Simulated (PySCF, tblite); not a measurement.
Calculations on `C1=C([SiH2]C1)OBC`, in the order of a workflow; each names the level of the geometry that it ran on. Settings lines and outputs come from a driver script.

Species: C4H9BOSi.
Numbering: `[CH3:1][BH:2][O:3][C:4]1=[CH:5][CH2:6][SiH2:7]1` (hydrogens: H8, H9, H10 on C1; H11 on B2; H12 on C5; H13, H14 on C6; H15, H16 on Si7)

Step 1: GFN2-xTB geometry optimisation, gas phase (tblite 0.8.0) (from a force-field or distance-geometry start)
```json
{"job": {"kind": "relax", "xc": "GFN2-xTB", "basis": "xTB"}, "charge": 0, "multiplicity": 1}
```
```
step      E/eV     max force
  0    -547.48937    6.749
  1    -548.21468    3.708
  2    -548.40323    0.838
...
147    -548.62944    0.045
148    -548.62960    0.051
149    -548.62971    0.026
150    -548.62979    0.015
151    -548.62981    0.009
```

Energy lowered by 26.3 kcal/mol over 151 steps; largest atomic force 0.009 eV/Å at the end. «max force» is the largest atomic force in eV/Å.

On one thread, Arm Neoverse N1 (aarch64), on a shared host, this took 1.5 s wall.

Step 2: GFN2-xTB harmonic vibrations, gas phase (tblite 0.8.0) (on the GFN2-xTB geometry)
```json
{"job": {"kind": "ir", "xc": "GFN2-xTB", "basis": "xTB"}, "charge": 0, "multiplicity": 1}
```
```
(table of modes left out)
```

42 modes from 56 to 3073 cm⁻¹ (unscaled, harmonic); zero-point energy 73.7 kcal/mol; all wavenumbers are real at this level.

Time: 0.83 s of wall time. Hardware: one thread, Arm Neoverse N1 (aarch64), no GPU (shared host).

Step 3: TDDFT B3LYP/def2-SVPD, vertical, gas phase, core orbitals frozen in the response (PySCF 2.14.0, density-fitted response routines) (on the GFN2-xTB geometry)
```json
{"job": {"kind": "uv", "xc": "B3LYP", "basis": "def2-SVPD", "nstates": 8, "ntriplets": 3}, "charge": 0, "multiplicity": 1}
```
```
...
Static polarisability (au): isotropic 92.167, principal 71.051 92.284 113.166
Singlet excitations
state   eV       nm        f      main configurations
  1   5.6766    218.4   0.04920   H->L 0.58, H->L+1 0.31
  2   5.7421    215.9   0.03067   H->L+1 0.66, H->L 0.22, H->L+2 0.09
  3   6.3599    194.9   0.02914   H->L+2 0.56, H->L+3 0.27
  4   6.4456    192.4   0.02937   H-1->L 0.77
  5   6.5515    189.2   0.02233   H->L+3 0.57, H->L+2 0.13, H-2->L 0.13
  6   6.7034    185.0   0.02178   H-2->L 0.38, H-1->L+2 0.16, H-3->L 0.14
  7   6.8357    181.4   0.00255   H-3->L 0.41, H-2->L 0.30, H-2->L+2 0.12
  8   6.9964    177.2   0.05634   H-1->L+1 0.71
Triplet excitations (Tamm-Dancoff, eV): 4.1996 5.5408 5.6226
```

HOMO -6.95 eV, LUMO -0.48 eV; lowest singlet 5.68 eV; lowest triplet 4.20 eV (Tamm–Dancoff); mean polarisability 92.2 au.

The run took 69 s on one thread, Arm Neoverse N1 (aarch64), no GPU (shared host), and the process peaked at 0.85 GiB of memory.

Geometry of the electronic-property runs (GFN2-xTB):
```
atom  x, y, z in Å
C1     3.2443   -0.0085    0.6889
B2     1.7646   -0.4545    0.3353
O3     0.8052    0.4678    0.4176
C4    -0.5223    0.2655    0.2036
C5    -1.3348   -0.6862    0.6794
C6    -2.6935   -0.3412    0.1198
Si7   -1.8878    1.1837   -0.7445
H8     3.6485   -0.6136    1.4981
H9     3.3053    1.0338    0.9898
H10    3.9078   -0.1521   -0.1616
H11    1.5209   -1.5601   -0.0122
H12   -1.1109   -1.5171    1.3303
H13   -3.0988   -1.1224   -0.5227
H14   -3.4352   -0.1416    0.8927
H15   -1.8322    1.1550   -2.2053
H16   -2.2889    2.5004   -0.2531
```

 (This holds for the electronic-property runs.)

One conformer stands for the species.
